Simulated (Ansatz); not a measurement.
`CC(Br)[TeH]` and `CC([SiH3])Br` differ in one atom or group.

Ansatz, PBE0-D4/def2-TZVP geometries, multiplicity 1. 

Elements past krypton have def2 core potentials. Scalar relativity is left out up to krypton. Spin–orbit coupling is left out; it splits and shifts lone-pair levels of the heavy atoms by tenths of an eV.

| property | `CC(Br)[TeH]` |
| --- | --- |
| LUMO energy (PBE0/def2-TZVPP) / eV | -1.10 |
| LUMO energy (ωB97M-V/def2-TZVPP) / eV | 0.77 |
| ideal-gas entropy at 298 K and 1 bar (rigid rotor, harmonic PBE0-D4/def2-TZVP) / J/(mol·K) | 349 |
| size of the dipole moment (PBE/def2-TZVPP) / D | 1.80 |
| HOMO energy (PBE/def2-TZVPP) / eV | -5.33 |
| HOMO energy (ωB97M-V/def2-TZVPP) / eV | -8.54 |

(1) What does the change do to each property? (Best estimate.)

Answers

(1) The calculation gave: 
| property | `CC([SiH3])Br` | shift |
| --- | --- | --- |
| LUMO energy (PBE0/def2-TZVPP) / eV | -0.35 | 0.75 |
| LUMO energy (ωB97M-V/def2-TZVPP) / eV | 1.56 | 0.79 |
| ideal-gas entropy at 298 K and 1 bar (rigid rotor, harmonic PBE0-D4/def2-TZVP) / J/(mol·K) | 337 | -12 |
| size of the dipole moment (PBE/def2-TZVPP) / D | 1.75 | -0.05 |
| HOMO energy (PBE/def2-TZVPP) / eV | -6.48 | -1.15 |
| HOMO energy (ωB97M-V/def2-TZVPP) / eV | -9.94 | -1.40 |

With PBE0 the HOMO falls by 1.33 eV and the LUMO rises by 0.75 eV, so the gap widens by about 2.08 eV. PBE moves the HOMO by -1.15 eV and ωB97M-V by -1.40 eV. The zero-point energy changes by 48.2 kJ/mol with +6 modes. Dipoles are sizes alone; their direction can turn.

Positive LUMOs are unbound, so they and the gaps depend on the basis.
